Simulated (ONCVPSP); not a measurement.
# barium: variants of one ONCV potential

Base potential:

ONCVPSP 4.0.1 input, shortened (lines: element, Z, core and valence counts, functional; n l f; lmax; l rc ep ncon nbas qcut; lloc lpopt rc5 dvloc0; l nproj debl; icmod fcfact rcfact), Wu-Cohen, scalar-relativistic:

```
  Ba 56.00    9    3  -118130      upf
    1    0    2.00
    2    0    2.00
    2    1    6.00
    3    0    2.00
    3    1    6.00
    3    2   10.00
    4    0    2.00
    4    1    6.00
    4    2   10.00
    5    0    2.00
    5    1    6.00
    6    0    1.75
    2
    0    3.15    0.00    4    8    3.30
    1    3.20    0.00    4    7    4.50
    2    3.10    0.03    4    8    2.60
    4    5    2.30    6.00
    0    2    2.20
    1    3    1.20
    2    2    2.30
    1    0.45    0.00
```

In the d channel the program set the typed energies aside and used 0.050, 2.350 Ha.

All-electron outer shells of the reference configuration (Wu-Cohen, scalar-relativistic, ld1.x):

| shell | level (eV) | outermost node (bohr) | outermost maximum (bohr) |
| --- | --- | --- | --- |
| 5s | -35.03 | 0.80 | 1.47 |
| 5p | -20.05 | 0.86 | 1.67 |
| 6s | -4.29 | 1.96 | 4.10 |

Cutoffs, loose and tight: the cutoffs (Ha) at which the residual kinetic energy of the hardest occupied pseudo-wave falls to 1 and 0.1 mHa per electron. They do not see the model core or the augmentation charge, which bear on the density cutoff. Test errors are all-electron minus pseudo excitation energies from the reference, over the configurations 5s2 5p6 6s2; 5s2 5p6 6s1; 5s2 5p6 6s0; 5s1 5p6 6s2. A dash means not determined; rows that change the core or the reference have their own tests.

3 further variants are left out, since the program set their typed debl aside.

For the base: The cutoffs count occupied waves only; projector 2 of the d channel, the hardest unoccupied one, needs 12 Ha at the loose tolerance.

```csv
change,outcome,"cutoff, loose","cutoff, tight",bound ghosts,GHOST(+) flags above zero,largest test error (meV)
base,"generated, projector energies reset by the program",4.7 Ha,5.8 Ha,none,s,-343
p: debl 0.75,"generated, projector energies reset by the program",4.7 Ha,5.8 Ha,none,s,-343
p: debl 2.15,"generated, projector energies reset by the program",4.7 Ha,5.8 Ha,none,s,-343
p: debl 2.95,"generated, projector energies reset by the program",4.7 Ha,5.8 Ha,none,s,-337
```

(1) What comes out with this change to the base: p: debl 4.65?

## Answers

(1) outcome: generated, projector energies reset by the program; cutoff, loose: 4.7 Ha; cutoff, tight: 5.8 Ha; bound ghosts: none; GHOST(+) flags above zero: s; largest test error (meV): -422.

Reading the sweep of the debl of the p channel (base included, trends over the rows without a ghost): The loose cutoff stays near 4.7 Ha. The median size of the test errors (rows with all tests solved) is not monotonic: lowest 3.5 meV at 2.95 Ha, highest 7.0 meV at 4.65 Ha.
